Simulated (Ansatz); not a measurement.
## Scan of the Ga2–H6 bond length

GaNH₆ (SMILES [NH3+][GaH3-]), singlet, at its PBE0-D4/def2-TZVP minimum:

```json
{"atom": "N1", "x (Å)": "-0.3133", "y (Å)": "-0.1536", "z (Å)": "-0.9702"}
{"atom": "Ga2", "x (Å)": "0.3672", "y (Å)": "0.1532", "z (Å)": "1.0475"}
{"atom": "H3", "x (Å)": "-0.3345", "y (Å)": "0.7232", "z (Å)": "-1.4780"}
{"atom": "H4", "x (Å)": "-1.2474", "y (Å)": "-0.5466", "z (Å)": "-0.9770"}
{"atom": "H5", "x (Å)": "0.3023", "y (Å)": "-0.7904", "z (Å)": "-1.4625"}
{"atom": "H6", "x (Å)": "-0.7552", "y (Å)": "1.1645", "z (Å)": "1.5156"}
{"atom": "H7", "x (Å)": "1.8002", "y (Å)": "0.7362", "z (Å)": "0.7188"}
{"atom": "H8", "x (Å)": "0.2730", "y (Å)": "-1.3435", "z (Å)": "1.5501"}
```

The bond length Ga2–H6 (1.582 Å at the minimum) is set to the values below, the two halves moving rigidly along the bond. Each method's energies count from its own value at the PBE0-D4 minimum structure. Program: Ansatz 0.2.0. Basis: def2-TZVPP. Cores are frozen in the correlated methods. Filled d shells of the heavier atoms are correlated. The def2 sets are not built for correlating such inner shells, so the correlated values are less sure here. B3LYP uses VWN-RPA correlation.

CCSD(T) energies along the scan:
```csv
bond length (Å),CCSD(T) (eV)
1.423,0.193
1.455,0.115
1.502,0.039
1.556,0.002
1.616,0.011
1.681,0.065
1.750,0.163
1.822,0.297
1.898,0.462
```
They count from the CCSD(T) energy at the PBE0-D4 minimum.

Minimum and curvature along this coordinate at CCSD(T): A fifth-order fit through the nearest points gives 1.575 Å, with a curvature of about 13 eV/Å².

Treat the two halves as rigid bodies and work out the harmonic wavenumber of this stretch from that curvature (ν̃ = 521.5 √(k/μ) cm⁻¹ with k in eV/Å² and μ in u).

The halves weigh 88.77 and 1.01 u, so μ = 88.77 × 1.01/89.78 = 0.999 u and ν̃ = 521.5 √(13/0.999) ≈ 1900 cm⁻¹. A true normal mode mixes in other motions, so this is a guide only.

Largest difference from the CCSD(T) curve over the scan: PBE-D4 0.061; B3LYP-D4 0.031; wB97M-V 0.011; HF 0.060 eV. Each curve counts from its own value at the minimum.

T1 diagnostic: at most 0.013.

For scale, one of the runs: CCSD(T)/def2-TZVPP, 163 basis functions (an equivalent command: `ansatz run in.yaml --threads 2`). The run took 50 s on 2 CPU threads (shared host), with 1.3 GiB of host memory at its peak.
